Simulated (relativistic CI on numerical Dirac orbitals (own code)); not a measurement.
d9 in a ligand field

Computed with a parametric ligand-field model of a d^n configuration (Racah B and C, spin-orbit zeta, crystal field), exact diagonalisation.

Field parameters in Wybourne normalisation: Oh B⁴₀ = 21Dq, B⁴₄ = √(5/14) B⁴₀. The field is a parameter set, without covalency.

(1) Ground term and bands for B = 440, C = 1650, ζ = 0 cm⁻¹, Oh, 10Dq = 7480 cm⁻¹?

(2) Ground term and bands for B = 440, C = 1650, ζ = 0 cm⁻¹, Oh, 10Dq = 9240 cm⁻¹?

(3) Ground term and bands for B = 440, C = 1650, ζ = 0 cm⁻¹, Oh, 10Dq = 440 cm⁻¹?

(4) Ground term and bands for B = 440, C = 1650, ζ = 0 cm⁻¹, Oh, 10Dq = 2200 cm⁻¹?

(5) Ground term and bands for B = 440, C = 1650, ζ = 0 cm⁻¹, Oh, 10Dq = 3960 cm⁻¹?

Results:

(1) Ground term 2E with 3.00 electrons in the two orbitals of the cubic e set. Spin-allowed: 2T2 7480 cm⁻¹ (1337 nm). Lowest spin-forbidden: none.

(2) Ground term 2E with 3.00 electrons in the two orbitals of the cubic e set. Spin-allowed: 2T2 9240 cm⁻¹ (1082 nm). Lowest spin-forbidden: none.

(3) Ground term 2E with 3.00 electrons in the two orbitals of the cubic e set. Spin-allowed: 2T2 440 cm⁻¹. Lowest spin-forbidden: none.

(4) Ground term 2E with 3.00 electrons in the two orbitals of the cubic e set. Spin-allowed: 2T2 2200 cm⁻¹. Lowest spin-forbidden: none.

(5) Ground term 2E with 3.00 electrons in the two orbitals of the cubic e set. Spin-allowed: 2T2 3960 cm⁻¹ (2525 nm). Lowest spin-forbidden: none.
